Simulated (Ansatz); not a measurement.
Harmonic frequencies (cm⁻¹) at PBE0-D4/def2-TZVP from Ansatz: 81, 254, 260, 525, 526, 609, 643, 730, 840, 854, 968, 1074, 1305, 1427, 1443, 1479, 2229, 2242, 3044, 3118, 3133.

**Question.** Which molecule is it?
A. `B1OC[SiH2]1`
B. `[SiH3]B1CO1`
C. `CB1O[SiH2]1`
D. `B[SiH2]C=O`

**Answer.** C.
